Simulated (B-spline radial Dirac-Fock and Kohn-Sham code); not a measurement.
# Dipole and non-dipole photoemission parameters of Ti³⁺ 3d5/2

System: the Ti³⁺ ion, configuration [Ar] 3d1; threshold 41.19 eV (orbital energy of the model). Level of theory: Dirac-Hartree-Slater photoionisation with a Latter tail; cross sections with all multipoles, angular parameters from the dipole term and its interference with E2; a radial finite-basis atomic code.

Input file task.json (cfg lists n, l and occupation; rrms is the nuclear radius in fm):

```json
{"items": [{
  "Z": 22,
  "q": 3,
  "cfg": [[1, 0, 2], [2, 0, 2], [2, 1, 6], [3, 0, 2], [3, 1, 6], [3, 2, 1]],
  "A": 48,
  "rrms": 3.5921,
  "do": "xps",
  "hv": [68.9, 80, 91.3, 100, 101.0, 105.0, 121.0, 200, 270.0, 300, 340.0, 541.0, 593.0, 718.0, 782.0, 1000, 1030.0, 1210.0, 1470.0, 1486.9, 2010.0, 2170.0, 3090.0, 3420.0, 4000, 4160.0, 6150.0, 8047.8, 8520.0, 11100.0]
}]}
```

Command: `python xray2_run.py task.json out`

```csv
hν (eV),σ (kb),β,γ,δ
68.9,724,0.787,0.008,0.012
80,553,0.901,0.014,0.014
91.3,422,0.988,0.022,0.015
100,342,1.039,0.030,0.016
101,334,1.044,0.031,0.016
105,304,1.066,0.033,0.017
121,217,1.141,0.044,0.018
200,56.2,1.278,0.121,0.027
270,23.3,1.276,0.176,0.032
300,16.9,1.264,0.196,0.034
340,11.5,1.244,0.222,0.037
541,2.56,1.114,0.324,0.053
593,1.88,1.081,0.344,0.057
718,0.978,1.009,0.388,0.067
782,0.726,0.976,0.409,0.072
1000,0.303,0.878,0.466,0.090
1030,0.272,0.866,0.474,0.092
1210,0.150,0.804,0.513,0.107
1470,0.0719,0.731,0.560,0.128
1486.9,0.0688,0.726,0.563,0.129
2010,0.0211,0.621,0.630,0.169
2170,0.0155,0.596,0.646,0.180
3090,0.00366,0.485,0.716,0.242
3420,0.00239,0.454,0.732,0.262
4000,0.00123,0.410,0.754,0.297
4160,0.00104,0.399,0.759,0.307
6150,0.000190,0.317,0.780,0.412
8047.8,5.83e-05,0.291,0.802,0.494
8520,?,?,?,?
11100,1.39e-05,0.261,0.870,0.610
```

Question: Give the values at 8520 eV.

Answer: σ = 4.53e-05 kb, β = 0.287, γ = 0.811, δ = 0.512.

Values without a named source are computed, but for edge energies of neutral atoms, which are taken from tables.
